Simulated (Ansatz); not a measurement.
The pair A = SiH4 (SMILES [SiH4]) (first 5 atoms), B = CH3Br (SMILES CBr); geometry from B3LYP-D3(BJ)/def2-TZVP.
(charge 0, multiplicity 1):
| atom | x (Å) | y (Å) | z (Å) |
|---|---|---|---|
| Si | -0.0443 | -0.3024 | 0.0989 |
| H | 0.6309 | -1.5814 | 0.4011 |
| H | -1.4102 | -0.3016 | 0.6688 |
| H | -0.1368 | -0.1274 | -1.3701 |
| H | 0.7252 | 0.8259 | 0.6690 |
| C | -0.8732 | 1.2600 | 3.6194 |
| Br | 0.0357 | -0.4520 | 3.8908 |
| H | -0.1972 | 1.9046 | 3.0691 |
| H | -1.1017 | 1.6687 | 4.5973 |
| H | -1.7757 | 1.0637 | 3.0517 |

Frozen-core correlation. Filled d and f shells under p-block atoms count as core. MP2 and its Hartree–Fock in def2-QZVPPD, def2-TZVPPD are density fitted.

Codes used: Ansatz (an electronic-structure program). Each number belongs to the level named beside it.

The counterpoise-corrected interaction energy is E(AB) − E(A in the pair's basis) − E(B in the pair's basis). Total energies (hartree):

```csv
level,AB,A in the pair's basis,B in the pair's basis
HF/def2-TZVPPD,-2903.3043801,-291.2586072,-2612.0472126
MP2/def2-TZVPPD,-2903.7995180,-291.4027859,-2612.3943492
HF/def2-QZVPPD,-2903.3645321,-291.2678858,-2612.0980602
MP2/def2-QZVPPD,-2903.8969335,-291.4211371,-2612.4730777
MP2/def2-SVPD,-2903.2528578,-291.2779451,-2611.9729584
CCSD(T)/def2-SVPD,-2903.3248550,-291.3120528,-2612.0110175
```

### Question
Work out the counterpoise-corrected interaction energy at the basis-set limit: extrapolate the MP2 correlation part as X⁻³, take Hartree–Fock from the larger set, and add the CCSD(T) − MP2 difference of def2-SVPD.

### Answer

1. Differences (1 hartree = 627.509 kcal/mol): HF/def2-TZVPPD 0.903; MP2/def2-TZVPPD -1.495; HF/def2-QZVPPD 0.887; MP2/def2-QZVPPD -1.706; MP2/def2-SVPD -1.226; CCSD(T)/def2-SVPD -1.120.
2. Correlation parts, MP2 less HF: -2.399 in def2-TZVPPD (X = 3), -2.593 in def2-QZVPPD (X = 4).
3. Limit (4³·(-2.593) − 3³·(-2.399))/(4³ − 3³) = -2.735; with HF/def2-QZVPPD it gives -1.848.
4. CCSD(T) less MP2 in def2-SVPD: 0.106.
Result: -1.74 kcal/mol, against -1.50 at MP2/def2-TZVPPD. It is an estimate of this method's limit, not of the exact value.
